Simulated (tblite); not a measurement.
Isomers of C6H12ClFO. Computed values, GFN2-xTB/tblite, gas phase, harmonic and unscaled. This tight-binding method is rough: wavenumbers can miss measured ones by several per cent, in bad cases by 10 to 20. One conformer each.

Electronic energies: GFN2-xTB at the same geometries; isomer energies are rough at this level and their order can be wrong.

```
                   SMILES  electronic energy, lowest = 0 (kJ/mol)
 C[C@@H](F)CC[C@@H](Cl)CO                                     0.0
 CC[C@@H](OC)[C@](C)(F)Cl                                     8.7
        COC[C@](C)(F)CCCl                                    18.6
           CC(C)(CF)OCCCl                                    23.8
CC[C@@H](OC)[C@@](C)(F)Cl                                    17.6
```

How do GFN2-xTB zero-point energies change the relative energies?

```csv
SMILES,ZPE (kJ/mol),of it from modes above 1550 cm⁻¹,electronic (kJ/mol),"with ZPE, lowest = 0 (kJ/mol)",lowest mode (cm⁻¹),rings
C[C@@H](F)CC[C@@H](Cl)CO,453.5,217.1,0.0,0.0,40,0
CC[C@@H](OC)[C@](C)(F)Cl,450.3,215.8,8.7,5.4,48,0
CC[C@@H](OC)[C@@](C)(F)Cl,450.4,215.4,17.6,14.6,42,0
COC[C@](C)(F)CCCl,450.6,213.8,18.6,15.7,34,0
CC(C)(CF)OCCCl,451.2,215.6,23.8,21.5,22,0
```

The zero-point energies span 3.2 kJ/mol, from `CC[C@@H](OC)[C@](C)(F)Cl` to `C[C@@H](F)CC[C@@H](Cl)CO`. The order is unchanged.

What do entropy and thermal enthalpy add at 298.15 K and 1 bar (rigid rotor, harmonic oscillator, one conformer each)?

```
                   SMILES  point group  symmetry number  S (J/(mol K))  H − H(0) (kJ/mol)  ZPE + H − H(0) − TS (kJ/mol)
 C[C@@H](F)CC[C@@H](Cl)CO           C1                1          444.1              31.86                         353.0
 CC[C@@H](OC)[C@](C)(F)Cl           C1                1          441.1              32.77                         351.5
CC[C@@H](OC)[C@@](C)(F)Cl           C1                1          439.1              32.49                         352.0
        COC[C@](C)(F)CCCl           C1                1          448.5              32.48                         349.3
```

Not tabulated: `CC(C)(CF)OCCCl` (lowest mode only 22 cm⁻¹).
